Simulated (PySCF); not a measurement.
Frontier levels across methods

C2H8BNO.
Numbering: `[CH2:1]=[CH:2][B@@H-:3]([NH3+:4])[OH:5]` (hydrogens: H6, H7 on C1; H8 on C2; H9 on B3; H10, H11, H12 on N4; H13 on O5)

Geometry (PBE0-D3(BJ)/def2-SVP, Å), atoms numbered from 1 in this order:
```
atom  x, y, z in Å
C1     1.3478   -1.2518   -0.1437
C2     1.1153    0.0437   -0.3914
B3    -0.2588    0.8556   -0.2837
N4    -1.4455   -0.2322    0.1536
O5    -0.2997    1.8762    0.7235
H6     0.5540   -1.9494    0.1607
H7     2.3387   -1.7106   -0.2368
H8     1.9901    0.6370   -0.6997
H9    -0.6717    1.2569   -1.3761
H10   -2.2855    0.3097    0.3569
H11   -1.6516   -0.8981   -0.5913
H12   -1.1892   -0.7494    0.9972
H13    0.4534    1.7985    1.3137
```

Basis pcSseg-2 throughout (PySCF), one geometry. Isolated species at its PBE0-D3(BJ)/def2-SVP geometry (one conformer only).

Problem. How do the orbital energies, the gap and the dipole change with the method?

Solution. 
| method | kind | HOMO (eV) | LUMO (eV) | gap (eV) | μ (D) | SCF cycles |
| --- | --- | --- | --- | --- | --- | --- |
| OPBE | GGA | -5.65 | -0.86 | 4.79 | 4.26 | 17 |
| BLYP | GGA | -5.67 | -1.05 | 4.62 | 4.22 | 17 |
| B97-D | GGA | -5.74 | -0.88 | 4.86 | 4.25 | 16 |
| PBE | GGA | -5.75 | -1.03 | 4.72 | 4.22 | 17 |
| BP86 | GGA | -5.85 | -0.94 | 4.91 | 4.25 | 17 |
| KT3 | GGA | -5.86 | -1.19 | 4.67 | 4.18 | 17 |
| LDA | LDA | -5.86 | -1.16 | 4.70 | 4.24 | 17 |
| KT2 | GGA | -5.86 | -1.04 | 4.82 | 4.16 | 17 |
| B97-2 | global hybrid | -6.76 | -0.21 | 6.55 | 4.34 | 14 |
| B3LYP | global hybrid | -6.83 | -0.58 | 6.25 | 4.33 | 15 |
| PBE0 | global hybrid | -7.02 | -0.24 | 6.78 | 4.35 | 14 |
| mPW1PW91 | global hybrid | -7.04 | -0.24 | 6.80 | 4.36 | 14 |
| BHandHLYP | global hybrid | -8.08 | 0.30 | 8.38 | 4.42 | 12 |
| CAM-B3LYP | range-separated hybrid | -8.40 | 0.45 | 8.85 | 4.40 | 13 |
| wB97X-D | range-separated hybrid | -8.88 | 1.52 | 10.40 | 4.43 | 14 |
| HF | Hartree–Fock | -9.54 | 2.04 | 11.58 | 4.52 | 11 |
| LC-wPBE | range-separated hybrid | -9.75 | 1.67 | 11.41 | 4.48 | 14 |

The HOMO spans 4.09 eV, from OPBE down to LC-wPBE, and the gap runs from 4.62 eV (BLYP) to 11.58 eV (HF). Over the methods OPBE (0 %), BLYP (0 %), B97-D (0 %), PBE (0 %), BP86 (0 %), KT3 (0 %), LDA (0 %), KT2 (0 %), B97-2 (21 %), B3LYP (20 %), PBE0 (25 %), mPW1PW91 (25 %), BHandHLYP (50 %), HF (100 %), a straight line through the gap against the share of exact exchange rises by 0.69 eV for each 10 % (correlation coefficient 0.997). The dipole ranges from 4.16 D (KT2) to 4.52 D (HF). This basis has no diffuse functions.
